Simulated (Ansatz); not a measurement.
B(SiH3)3 (Si₃BH₉): single points at one geometry.

```yaml
crystal:
  periodic: [false, false, false]
  atoms:
    - {symbol: B, position_ang: [-0.000050, 0.001913, 0.010372]}
    - {symbol: Si, position_ang: [2.008454, 0.048788, -0.009688]}
    - {symbol: H, position_ang: [2.636814, 1.405002, 0.057682]}
    - {symbol: H, position_ang: [2.478043, -0.624286, -1.267066]}
    - {symbol: H, position_ang: [2.521296, -0.764019, 1.143147]}
    - {symbol: Si, position_ang: [-1.047326, 1.715972, 0.027258]}
    - {symbol: H, position_ang: [-0.534620, 2.620288, 1.108419]}
    - {symbol: H, position_ang: [-2.528934, 1.581438, 0.187675]}
    - {symbol: H, position_ang: [-0.781674, 2.399840, -1.283978]}
    - {symbol: Si, position_ang: [-0.960271, -1.762648, -0.004716]}
    - {symbol: H, position_ang: [-0.097007, -2.980880, -0.102879]}
    - {symbol: H, position_ang: [-1.945333, -1.790597, -1.136262]}
    - {symbol: H, position_ang: [-1.749382, -1.850791, 1.270037]}
basis:
  gaussian: {orbitals: def2-TZVP, initial_orbitals: start.molden}
hamiltonian: {xc: hf}
scf: {omitted_lower_state_checks: [starts]}
output: {orbitals: {seedname: orbitals}}
```

The file start.molden holds the orbitals of an earlier run on this structure, at another level or in another basis.

```sh
$ ansatz run in.yaml --threads 2 --pin off --events-out ev --progress --plain --max-ram 20480MiB --backend cpu
```

Shortened log:

```
Functional definition: HF
1545 factors; their error is unknown
mean field evaluation 1: about -24399.1780 eV, gradient 3.2e1 eV
mean field evaluation 2: about -24400.1327 eV, gradient 1.2e0 eV
mean field evaluation 4: about -24400.6001 eV, gradient 5.1e-1 eV
mean field -24400.60017393 eV, -896.7055170711 hartree, gradient 1.1e-5 eV, S^2 0.000000; 0 other end points of the search recorded, 0 dependent functions left out
reference -24400.60017393 eV, -896.7055170711 hartree; 28, 28 occupied and 168, 168 virtual orbitals, 1545 factors
Total energy: -24400.60017393 eV, -896.7055170711 hartree
Checks for a lower state left out: starts
```

Run time 1.9 s (2 threads of AMD EPYC 7R13 on a shared host).

The first input with `hamiltonian: {xc: pbe}`, `correlation: {method: rpa}` and without the key `output` (abridged; 5 s):

```
Functional definition: PBE
mean field -24441.10161151 eV, -898.1939174494 hartree, gradient 1.8e-6 eV, S^2 0.000000
16 core orbitals not correlated: weight in the atoms' cores, before any rotation towards them, 1.000 or more for the frozen orbitals, at most 0.000 for the correlated occupied ones
Total energy: -24424.22072704 eV, -897.5735563873 hartree
Checks for a lower state left out: starts
```

As the first input, with `gaussian: {orbitals: def2-TZVPD, initial_orbitals: start.molden}`, `hamiltonian: {xc: pbe0, dispersion: d4}` (abridged; 4.4 s):

```
Functional definition: PBE0
mean field -24443.92882875 eV, -898.2978157666 hartree, gradient 4.1e-5 eV, S^2 0.000000
Total energy: -24444.19845212 eV, -898.3077242426 hartree
Checks for a lower state left out: starts
```

First input, but with `gaussian: {orbitals: STO-3G}` (abridged; 0.2 s):

```
Functional definition: HF
mean field -24119.71524888 eV, -886.3831864660 hartree, gradient 1.7e-5 eV, S^2 0.000000
Total energy: -24119.71524888 eV, -886.3831864660 hartree
Checks for a lower state left out: starts
```

The first input with `hamiltonian: {xc: lda}` (abridged; 1.4 s):

```
Functional definition: SPW92
mean field -24350.12553761 eV, -894.8506083992 hartree, gradient 2.1e-5 eV, S^2 0.000000
Total energy: -24350.12559065 eV, -894.8506103484 hartree
Checks for a lower state left out: starts
```

First input, but with `correlation: {method: ccsd_t}` and without the key `hamiltonian` (abridged; 2.3 s, on the card):

```
Functional definition: HF
mean field -24400.60057284 eV, -896.7055317307 hartree, gradient 2.4e-6 eV, S^2 0.000000
16 core orbitals not correlated: weight in the atoms' cores, before any rotation towards them, 1.000 or more for the frozen orbitals, at most 0.000 for the correlated occupied ones
second order -12.28285024 eV of doubles, -0.00000000 eV of singles
cycle   1  -13.99922236 eV  change    -1.7e0 eV  update   1.1e-1
cycle   2  -14.62060714 eV  change   -6.2e-1 eV  update   3.5e-2
cycle   3  -14.67418157 eV  change   -5.4e-2 eV  update   1.4e-2
cycle   4  -14.66660989 eV  change    7.6e-3 eV  update   5.4e-3
cycle   5  -14.66415515 eV  change    2.5e-3 eV  update   1.9e-3
cycle   6  -14.66409314 eV  change    6.2e-5 eV  update   7.5e-4
cycle   7  -14.66425156 eV  change   -1.6e-4 eV  update   2.4e-4
cycle   8  -14.66432598 eV  change   -7.4e-5 eV  update   8.1e-5
cycle   9  -14.66431881 eV  change    7.2e-6 eV  update   2.0e-5
perturbative correction -0.50912764 eV, -0.0187100955 hartree
Total energy: -24415.77401929 eV, -897.2631456028 hartree
Checks for a lower state left out: starts
```

The first input with `hamiltonian: {xc: {name: wB97M-V}}` (abridged; 10 s):

```
Functional definition: wB97M-V
mean field -24452.09672560 eV, -898.5979804395 hartree, gradient 1.9e-5 eV, S^2 0.000000
Total energy: -24452.09679530 eV, -898.5979830007 hartree
Checks for a lower state left out: starts
```

Geometry: r2SCAN-D4/def2-SVP.

Correlated methods freeze 16 core orbitals.
